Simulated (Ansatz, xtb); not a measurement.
Diatomic ZrSn, multiplicity 5 (lowest of 2S+1 = 1, 3, 5, 7 at PBE0/def2-TZVPP; our sources give no spin for the ground state, which may be another). No spin–orbit coupling.

Seven points along R, fitted to fifth degree in 1/R; most abundant isotopes. Runs in def2 and cc sets follow the lowest solution found near the PBE0 minimum.

Programs: Ansatz (a first-principles code) with Gaussian orbitals; xtb for the GFN methods. Each number belongs to the level named beside it. In def2 rows elements past Kr take small-core potentials, without spin–orbit coupling. The GFN methods have no spin term and hold the electronic entropy of 300 K.

```csv
level,r_e (Å),ω_e (cm⁻¹),ω_e x_e (cm⁻¹),dipole (D)
GFN1-xTB,2.683,?,1.2,-
SVWN5/def2-TZVPP,2.760,209,0.42,2.27
PBE/def2-TZVPP,2.806,198,0.41,2.43
r2SCAN/def2-TZVPP,2.784,206,0.42,3.02
B3LYP/def2-TZVPP,2.809,199,0.43,2.77
PBE0/def2-TZVPP,2.773,211,0.43,3.17
CAM-B3LYP/def2-TZVPP,2.771,209,0.55,3.37
wB97X-V/def2-TZVPP,?,?,0.64,3.89
```

Some entries are withheld; supply them.


- wB97X-V/def2-TZVPP, r_e (Å): 2.757
- wB97X-V/def2-TZVPP, ω_e (cm⁻¹): 215
- GFN1-xTB, ω_e (cm⁻¹): 304
